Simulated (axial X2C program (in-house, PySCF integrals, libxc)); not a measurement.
**Bond lengths and stretching modes, held linear, of FTeF⁺**

Computed with an axial X2C code built on PySCF integrals: two-component X2C with atomic mean-field Coulomb and Gaunt terms, Gaussian nuclei, basis F dyall-av3z, Te dyall-v3z with contracted cores. Spin-free rows use the one-electron spin-free X2C Hamiltonian.

Masses F 18.998, Te 129.906, F 18.998 u. States: 2c Ω = 1/2 (beyond evenly filled blocks: ω = 1/2); spin-free M_S = 1/2, Λ = 1 (beyond evenly filled blocks: π+α).

BHandHLYP, spin-free: energies above the lowest point

```tsv
r(F–Te) (Å)	r(Te–F) (Å)	E (meV)
1.8583	1.8583	18.11
1.8583	1.9060	5.14
1.8583	1.9536	50.86
1.9060	1.8583	5.14
1.9060	1.9060	0.00
1.9060	1.9536	53.03
1.9060	2.0013	151.76
1.9536	1.8583	50.86
1.9536	1.9060	53.03
1.9536	1.9536	112.87
2.0013	1.9060	151.76
2.0013	2.0013	329.01
```

Fit a quadratic surface with cubic terms in each bond: where is the minimum, and what are the two stretching wavenumbers?

At BHandHLYP, spin-free: bonds 1.888 and 1.888 Å; harmonic stretches 662.0 and 674.8 cm⁻¹; force constants 4.42, 4.42 and coupling 0.48 mdyn/Å.

The other levels and Hamiltonians give:

| Hamiltonian | level | r(F–Te) (Å) | r(Te–F) (Å) | lower stretch (cm⁻¹) | upper stretch (cm⁻¹) |
| --- | --- | --- | --- | --- | --- |
| 2c | PBE0 | 1.905 | 1.905 | 637.3 | 652.7 |
| 2c | HF | 1.871 | 1.871 | 683.0 | 688.1 |
| 2c | BHandHLYP | 1.890 | 1.890 | 660.4 | 674.6 |
| 2c | MP2 | 1.905 | 1.905 | 645.8 | 672.4 |
| spin-free | PBE0 | 1.904 | 1.904 | 637.9 | 651.2 |
| spin-free | HF | 1.869 | 1.869 | 684.6 | 688.9 |
| spin-free | MP2 | 1.903 | 1.903 | 645.9 | 670.8 |

Each state is one determinant, the lowest of a limited PBE0 search; the stretches come from a fit to these few points and carry an uncertainty of a few per cent. Other orders of the atoms were not compared. MP2 freezes inner shells (threshold -2 hartree). The molecule was held linear; bending was not examined, so a bent shape may lie lower. Note: functional without a current term on a determinant with orbital currents, of the molecule or an atom.
